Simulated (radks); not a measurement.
Spherical quantum dot in the effective-mass picture: electrons in a parabolic well V = omega^2 r^2 / 2 with omega = 1.71, all in effective atomic units (hartree* = m*/eps^2 hartree, bohr* = eps/m* bohr), one dielectric constant everywhere. Method: non-relativistic Kohn-Sham, r2SCAN, spin-polarised, spherical densities, generalised Kohn-Sham scheme; computed with a radial shooting solver with Libxc functionals. Levels are named by radial order and angular momentum (1s, 1p, 1d, 2s, ...), and open shells are averaged over m.

N = 21, configuration 1s2 1p6 1d10 2s2 1f(up 1, down 0). This is the lowest configuration that the search found. Occupied and some empty levels:

level,occupation,eigenvalue (hartree*),<r> (bohr*)
1s up,1,15.122,1.226
1s down,1,15.129,1.220
1p up,3,16.011,1.534
1p down,3,16.028,1.528
1d up,5,17.019,1.751
1d down,5,17.046,1.748
2s up,1,17.237,1.523
2s down,1,17.257,1.527
1f up,1,18.134,1.926
1f down,0,18.167,1.924
2p up,0,18.460,1.722
2p down,0,18.479,1.724
1g up,0,19.339,2.076
1g down,0,19.377,2.074
2d up,0,19.730,1.909
2d down,0,19.755,1.905

Energy (hartree*): total 232.493, kinetic 34.510, external 89.225, Hartree 121.49, exchange-correlation -12.733.

Electron density:

r (bohr*),n(r) (e/bohr*^3)
0.0682,0.8470
0.239,0.8024
0.411,0.7261
0.582,0.6479
0.754,0.5936
0.925,0.5729
1.10,0.5756
1.27,0.5781
1.44,0.5562
1.61,0.4968
1.78,0.4026
1.95,0.2931
2.12,0.1905
2.30,0.1095
2.47,0.05584
2.64,0.02516
2.81,0.009967
2.98,0.003510
3.15,0.001095
3.32,0.0003011
